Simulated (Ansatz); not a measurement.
Reaction (redistribution): `[SiH3]C[S][GaH2]` + `OCC(F)[SiH3]` → `F[CH]([SiH3])[GaH2]` + `OCSC[SiH3]`

Isolated molecules relaxed with PBE0-D4/def2-TZVP in Ansatz; ΔE leaves out vibrations. CCSD(T)/CBS is the MP2 limit (def2-TZVPP, def2-QZVPP) plus CCSD(T) − MP2 in def2-TZVPP, frozen cores. Functionals use def2-TZVPP. For Ga outer-core shells are correlated without core-valence functions, which leaves a few kJ/mol of doubt a bond. Scalar relativity is left out up to krypton. One conformer a species, not always the lowest.

```tsv
level	ΔE (kcal/mol)
PBE-D4	28.8
r2SCAN	30.7
```

**Question.** What does CCSD(T)/CBS give? (Estimate.)

**Answer.** Computed: +30.6 kcal/mol. The listed levels differ from it by -1.8, 0.1 kcal/mol.

Largest T1 diagnostic among the species: 0.013.

From PBE to PBE0 (25 % exact exchange), in def2-TZVPP and without D4, ΔE moves by +1.6 kcal/mol. In def2-TZVPP, CCSD(T) changes the Hartree–Fock value by −2.7 kcal/mol (the triples alone add −0.3 kcal/mol) and MP2 by −2.6 kcal/mol.
